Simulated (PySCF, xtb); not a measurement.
BCl2, SMILES Cl[B]Cl (connectivity only; charge and spin as stated), charge +1, multiplicity 1.

Geometry optimised at PBE-D3(BJ)/def2-TZVP. The spin state was assumed, not searched. The isomer is the one that the SMILES or the coordinates give; other isomers of the formula were not compared.

These are C-PCM-PBE0/def2-SVP (PySCF 2.14.0) values and carry that method's errors.

The values are the electrostatic part of the solvation free energy, E(continuum) − E(gas) at the gas-phase geometry, in a cavity of scaled van der Waals radii (PySCF's table); cavitation and dispersion terms are not included. In vacuum the orbital gap is 8.86 eV.

Estimate the values in water (ε = 78.36), chloroform (ε = 4.71), N,N-dimethylformamide (ε = 37.22). (An estimate is asked for; the answer gives what the named calculation found.)


```tsv
solvent	ε	ΔG(elec) (kcal/mol)	gap (eV)
water	78.36	-59.9	8.90
chloroform	4.71	-47.7	8.89
N,N-dimethylformamide	37.22	-59.0	8.90
```

For comparison, GFN2-xTB/ALPB(water) (xtb, at the GFN2-xTB geometry, all terms of that model) gives -56.9 kcal/mol.
